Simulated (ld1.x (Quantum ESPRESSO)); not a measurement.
manganese (Mn): PAW pseudisation with BLYP, scalar-relativistic reference atom.

ld1.x (Quantum ESPRESSO) 7.5 input, shortened:

```
&input
   title='Mn', zed=25., rel=1, dft='BLYP', iswitch=3,
   config='[Ar] 3d5 4s1.5 4p0'
 /
 &inputp
   pseudotype=3, lpaw=.true., tm=.true., lloc=-1, rcloc=1.85,
   nlcc=.true., new_core_ps=.true., rcore=1.65,
   which_augfun='PSQ', rmatch_augfun=1.15
 /
6
4S  1  0   1.50   0.00  1.70  2.20  0.0
4S  1  0   0.00   0.65  1.70  2.20  0.0
4P  2  1   0.00   0.00  2.10  2.40  0.0
4P  2  1   0.00   2.15  2.10  2.40  0.0
3D  3  2   5.00   0.00  1.35  1.60  0.0
3D  3  2   0.00  -0.30  1.35  1.60  0.0
 &test
   configts(1)='3d5 4s1.5 4p0'
 /
```

Calculated quality:

```
Cutoffs needed                            : 40 Ry and 70 Ry (the cutoffs (Ry, on a coarse ladder) from which the occupation-weighted sum of valence levels, in a spherical-Bessel basis at the reference potential, stays within 10 and 1 mRy of its value at 400 Ry)
Ghost test                                : no extra level below or beside the all-electron valence levels (s, p, d, f tested) (spherical-Bessel basis up to 400 Ry, 20 bohr box)
Largest excitation error                  : -1884 meV (all-electron minus pseudo) for 3d3 4s0 4p0, out of 7 test configurations
Lowest eigenvalue of the overlap operator : 0.47 (s channel)
Density cutoff estimated by the generator : 300 Ry
```

Generation and tests took about 2.7 s on one core of a shared server CPU.
